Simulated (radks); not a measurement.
The numbers below are computed, except where a source is named.
The technetium ion Tc+, configuration [Kr] 4d5 5p1 (not the ground configuration). Code: a radial shooting solver on a logarithmic mesh with Libxc functionals. Model: Dirac Kohn-Sham, PBE, spin-unpolarised, spherical densities, finite nucleus; open shells fill j = l - 1/2 first; Fermi nuclear charge, rms radius 4.4112 fm.

Spin-orbit splittings of the eigenvalues, e(l+1/2) - e(l-1/2), with zeta = 2 splitting/(2l+1) and mean radii in bohr:

shell  occ.  splitting (eV)  zeta (eV)  <r> j=l-1/2  <r> j=l+1/2
2p        6           118.3      78.84       0.1271       0.1318
3p        6           19.77      13.18       0.4090       0.4196
3d       10           3.801      1.520       0.3970       0.4005
4p        6           2.942      1.961        1.152        1.182
4d        5          0.2989     0.1196        1.646        1.664
5p        1          0.2349     0.1566        3.735        3.826
